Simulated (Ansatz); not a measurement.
The same path of a periodic cell of 17 atoms, LiCa$_{16}$ (surface Ca(110), adsorbate Li) was run twice with different band settings. Lost on the way: Ca10–Li17. Made: Ca12–Li17.

Method: Ansatz, DFT PBE-D3(BJ), scalar-relativistic, plane waves, PAW. Settings: cutoff 420 eV, k mesh 2x2x1, gaussian smearing 0.15 eV, no spin polarisation.

Relaxed end points:

```xyz
17
Lattice="11.1600 0.0000 0.0000 0.0000 7.8913 0.0000 0.0000 0.0000 16.9185" Properties=species:S:1:pos:R:3
Ca 2.790 1.973 1.000
Ca 8.370 1.973 1.000
Ca 2.790 5.918 1.000
Ca 8.370 5.918 1.000
Ca 0.013 0.008 2.874
Ca 5.565 0.008 2.875
Ca 0.014 3.966 2.878
Ca 5.565 3.966 2.879
Ca 2.790 2.011 4.738
Ca 8.370 2.008 4.686
Ca 2.791 5.957 4.760
Ca 8.369 5.956 4.742
Ca -0.070 0.082 6.627
Ca 5.648 0.080 6.630
Ca -0.072 3.963 6.628
Ca 5.654 3.963 6.632
Li 8.372 2.031 7.918
```

```xyz
17
Lattice="11.1600 0.0000 0.0000 0.0000 7.8913 0.0000 0.0000 0.0000 16.9185" Properties=species:S:1:pos:R:3
Ca 2.790 1.973 1.000
Ca 8.370 1.973 1.000
Ca 2.790 5.918 1.000
Ca 8.370 5.918 1.000
Ca 0.014 0.020 2.878
Ca 5.565 0.020 2.879
Ca 0.013 3.953 2.874
Ca 5.565 3.954 2.875
Ca 2.791 2.011 4.760
Ca 8.369 2.010 4.742
Ca 2.790 5.956 4.738
Ca 8.370 5.954 4.686
Ca -0.072 0.018 6.628
Ca 5.654 0.017 6.632
Ca -0.070 4.028 6.627
Ca 5.648 4.026 6.630
Li 8.372 5.977 7.918
```

Common settings: movable images 3; climbing image yes; force threshold 0.05 eV/Å; end points relaxed; atoms held 1 to 4.

| run | spring | optimiser | start path | iteration limit |
| --- | --- | --- | --- | --- |
| 1 | 5.0 eV/Å² | quadratic models (default) | IDPP | 80 |
| 2 | 0.1 eV/Å² | fire | default | 50 |

(1) What does each run give, and how far can it be trusted?

Results:

(1) Run 1: converged after 8 iterations, highest image 0.136 eV above the first end. By the program's own check the climbing image is a first-order saddle point (lowest curvatures found: -0.22 and 0.04 eV/Å²).
Run 2: converged after 19 iterations, highest image 0.137 eV above the first end. The order of the stationary point at the top wasn't checked.
Limits of this set-up: coarse k mesh, thin slab, slab without dipole correction.
